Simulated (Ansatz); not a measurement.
This geometry of ClHMgO + H4Si (9 atoms, charge 0, multiplicity 1) is a first-order saddle point.

Level of theory: RKS B3LYP-D4/def2-SVP in Ansatz.

```xyz
9
Properties=species:S:1:pos:R:3
Mg -1.175 -0.788 -0.704
O -0.987 -1.044 1.148
Cl -2.186 -1.176 -2.624
H -0.060 -0.231 0.844
Si 1.082 0.886 -0.083
H -1.165 -1.381 2.035
H 2.048 0.308 -1.073
H 1.879 1.261 1.128
H 0.563 2.164 -0.670
```

Question: Which two structures does it join? (They come from a converged band through this point; their orientation in space is the band's.)

Answer: Bonds broken: H4–Si5. Bonds formed: Mg1–Si5, O2–H4. ClHMgO + H4Si becomes ClH5MgOSi.

First end point:

```xyz
9
Properties=species:S:1:pos:R:3
Mg -1.368 -1.078 -0.078
O -1.785 -1.757 1.497
Cl -1.296 -0.553 -2.232
H 0.361 0.170 0.445
Si 1.255 1.083 -0.358
H -1.766 -1.943 2.433
H 1.955 0.277 -1.387
H 2.222 1.642 0.628
H 0.422 2.159 -0.948
```

Last end point:

```xyz
9
Properties=species:S:1:pos:R:3
Mg -0.701 -0.411 -0.603
O -1.031 -1.140 1.304
Cl -2.441 -1.599 -1.403
H -0.650 -1.047 2.188
Si 1.301 1.206 -0.705
H -1.789 -1.747 1.335
H 2.439 0.731 -1.563
H 1.907 1.427 0.655
H 0.965 2.581 -1.208
```

Question: How far does it lie above each of them?

Answer: 25.3 kcal/mol above the first and 22.6 kcal/mol above the second. This is the barrier of this one path; another mechanism may lie lower. The orbitals stay closed-shell, which can raise the energy where a bond breaks towards radicals; this wasn't checked here.

The run took 3.2 min on 2 threads of Arm Neoverse V2, with other jobs on the host, peak memory 0.19 GiB.
